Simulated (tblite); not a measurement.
Species: C6H10B (doublet state).
Bonds: C1–C2 (double), C2–C3 (double), C3–C4, C4–B5, B5–C6, B5–C7. Hydrogens: H8 on C1; H9 on C3; H10, H11 on C4; H12, H13, H14 on C6; H15, H16, H17 on C7.
Bond orders are those of one Lewis drawing.

Computed with GFN2-xTB (tblite), gas phase: L-BFGS steps from a force-field or distance-geometry start until the largest atomic force falls under 0.01 eV/Å.

Step 48: E = -517.7798 eV
```
atom  x, y, z in Å  |  force x, y, z in eV/Å
C1      3.8155    0.3250    0.9717   -0.057  -0.031  -0.046
C2      2.7614   -0.0809    0.5156   -0.025   0.013   0.018
C3      1.5766   -0.5118    0.0035    0.002  -0.014   0.010
C4      0.5290    0.4214   -0.4928    0.039  -0.006  -0.008
B5     -0.9797    0.0394   -0.1687   -0.008   0.018   0.009
C6     -1.9830    1.2042    0.1763   -0.008   0.028   0.016
C7     -1.5106   -1.4389   -0.2551   -0.012  -0.008   0.008
H8      4.7450    0.6523    1.3272    0.008   0.013   0.028
H9      1.3930   -1.5748   -0.0478    0.022   0.027  -0.022
H10     0.5579    0.4126   -1.5949    0.006  -0.023  -0.024
H11     0.7868    1.4412   -0.1991    0.016   0.003   0.012
H12    -1.8683    2.0483   -0.5023   -0.015   0.008   0.007
H13    -3.0291    0.9063    0.1709    0.007   0.010  -0.007
H14    -1.7669    1.5956    1.1707    0.015  -0.001   0.001
H15    -0.8017   -2.1715   -0.6320    0.009   0.012  -0.003
H16    -2.3992   -1.4806   -0.8842   -0.006  -0.043  -0.004
H17    -1.8336   -1.7758    0.7300    0.007  -0.006   0.004
```

Step 49: E = -517.7803 eV
```
atom  x, y, z in Å  |  force x, y, z in eV/Å
C1      3.8114    0.3239    0.9780   -0.066  -0.034  -0.052
C2      2.7596   -0.0828    0.5170   -0.027   0.043   0.016
C3      1.5759   -0.5093   -0.0016    0.025  -0.034   0.022
C4      0.5287    0.4238   -0.4992    0.060  -0.029   0.000
B5     -0.9781    0.0394   -0.1687   -0.022   0.033   0.007
C6     -1.9814    1.2038    0.1778   -0.021   0.042   0.021
C7     -1.5098   -1.4391   -0.2527   -0.006  -0.005   0.010
H8      4.7401    0.6507    1.3361    0.009   0.009   0.030
H9      1.3945   -1.5722   -0.0567    0.010   0.019  -0.026
H10     0.5564    0.4083   -1.6011    0.001  -0.010  -0.022
H11     0.7893    1.4439   -0.2086    0.001  -0.003   0.004
H12    -1.8682    2.0491   -0.4996   -0.010   0.004   0.005
H13    -3.0276    0.9063    0.1729    0.007   0.004  -0.008
H14    -1.7663    1.5952    1.1726    0.022  -0.006   0.000
H15    -0.8015   -2.1713   -0.6312    0.007   0.009  -0.007
H16    -2.4004   -1.4809   -0.8794    0.003  -0.043   0.002
H17    -1.8296   -1.7768    0.7335    0.007   0.001  -0.002
```

Q: Estimate the geometry and energy of step 50. (The exact step hangs on the optimiser's Hessian estimate; all steps are aligned on step 49, rigid shifts and turns removed.)

A: E = -517.7810 eV, largest force 0.075 eV/Å
```
atom  x, y, z in Å  |  force x, y, z in eV/Å
C1      3.8053    0.3216    0.9867   -0.050  -0.025  -0.044
C2      2.7557   -0.0839    0.5198   -0.025   0.070   0.011
C3      1.5751   -0.5058   -0.0082    0.039  -0.048   0.023
C4      0.5294    0.4267   -0.5086    0.053  -0.046   0.006
B5     -0.9759    0.0400   -0.1686   -0.031   0.042  -0.003
C6     -1.9791    1.2035    0.1803   -0.027   0.046   0.021
C7     -1.5089   -1.4392   -0.2490    0.005   0.004   0.009
H8      4.7327    0.6479    1.3489    0.006   0.003   0.032
H9      1.3978   -1.5684   -0.0703   -0.008  -0.006  -0.031
H10     0.5540    0.4021   -1.6107   -0.001   0.004  -0.010
H11     0.7922    1.4479   -0.2224   -0.013  -0.017  -0.009
H12    -1.8682    2.0501   -0.4958   -0.003   0.005   0.004
H13    -3.0251    0.9054    0.1754    0.002  -0.001  -0.005
H14    -1.7644    1.5939    1.1755    0.025  -0.006   0.002
H15    -0.8016   -2.1709   -0.6303    0.005   0.007  -0.009
H16    -2.4023   -1.4813   -0.8723    0.016  -0.040   0.012
H17    -1.8237   -1.7776    0.7388    0.007   0.008  -0.008
```

The energy changes by -0.0007 eV. The first-order estimate −F·Δx gives -0.0009 eV and the mean of the old and new forces, exact on a quadratic surface, -0.0007 eV. The step makes an angle of 82° with the force vector and moves no atom by more than 0.015 Å.

What follows is the cost of the whole relaxation. Hardware: one thread of an Arm Neoverse V2 (shared host). Cost: 0.92 s of wall time.
